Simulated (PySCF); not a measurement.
# Diatomics of Mo with the halogens

PBE0 with triple-zeta basis sets in PySCF, for the lowest determinant that a PBE0 search found; no spin–orbit coupling. De refers to high-spin ground-configuration atoms. A positive dipole means M(−)Mo(+).

```json
{"M": "Cl", "basis": "def2-TZVPP", "state (unpaired electrons)": "sextet (σ ↑, π ↑↑, δ ↑↑)", "Re (Å)": "2.281", "ωe (cm⁻¹)": "380", "De (eV)": "3.79", "μ (D)": "4.37"}
{"M": "I", "basis": "def2-TZVPP", "state (unpaired electrons)": "sextet (σ ↑, π ↑↑, δ ↑↑)", "Re (Å)": "2.630", "ωe (cm⁻¹)": "214", "De (eV)": "2.82", "μ (D)": "4.73"}
```

(1) The row for M = Br is missing. Estimate Re, ωe and De as the mean of the rows for Cl and I, and compare with the calculation.

The metal atom is held in its measured ground configuration; semilocal functionals can put another filling of s and d lower by some tenths of an eV, and De to that atom would be smaller. These are scalar-relativistic numbers at best; spin–orbit coupling would shift them, the dissociation energy most. The state is the lowest single determinant that the PBE0 search found; with open d or f shells the true ground state can be another one.

## Answers

(1) The means are 2.455 Å, 297 cm⁻¹ and 3.30 eV. PBE0 in def2-TZVPP gives MoBr as a sextet (σ ↑, π ↑↑, δ ↑↑) with Re = 2.433 Å, ωe = 268 cm⁻¹, De = 3.35 eV, so the estimate is off by +2.3 pm, +11 % and -0.05 eV.
